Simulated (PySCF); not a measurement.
C8H6ClF.
Atom-mapped SMILES: `[F:1][c:2]1[cH:3][cH:4][c:5](/[CH:6]=[CH:7]/[Cl:8])[cH:9][cH:10]1` (hydrogens: H11 on C3; H12 on C4; H13 on C6; H14 on C7; H15 on C9; H16 on C10)

Computed with PBE0-D3(BJ)/def2-SVP geometry optimisation, gas phase in PySCF.

Question: List the bond lengths, angles and torsions at this level.

Answer: 
```csv
bond,length (pm)
F1–C2,133.0
"C2–C3, C2–C10",139.0
"C3–C4, C9–C10",139.0
"C4–C5, C5–C9",140.5
C5–C6,146.4
C6=C7,133.8
C7–Cl8,172.2
"C3–H11, C10–H16",109.1
"C4–H12, C9–H15",109.2
C6–H13,109.4
C7–H14,109.2
```

Bonds in one row agree within 1 pm and their mean is given. A selection of angles:
```csv
angle,degrees
F1–C2–C3,119.2
C3–C2–C10,121.3
C2–C3–C4,119.2
C3–C4–C5,121.3
C4–C5–C6,123.4
C4–C5–C9,117.9
C6–C5–C9,118.7
C5–C6–C7,126.2
C6–C7–Cl8,122.9
```

Dihedral angles: C4–C5–C6–C7 0° (synperiplanar); C5–C6–C7–Cl8 180° (antiperiplanar).

The 8 C–C bonds span 1.338 Å (C6=C7, drawn double) to 1.464 Å (C5–C6, drawn single), a spread of 0.126 Å. The 6-membered ring C2–C3–C4–C5–C9–C10 has internal angles of 117.9° to 121.6° (sum 720°, against 720° for a flat polygon); it is planar, 0.00 Å rms from its mean plane, widest ring torsion 0°. The 10 heavy atoms lie in one plane (0.001 Å rms). Of the pairs four or more bonds apart, H12···H14 is among the closest relative to their van der Waals radii: 2.17 Å, 91 % of the sum of Bondi's values.

Point group: Cs (every atom within 0.08 Å of its image). No frequency check. One conformer, not necessarily the lowest.
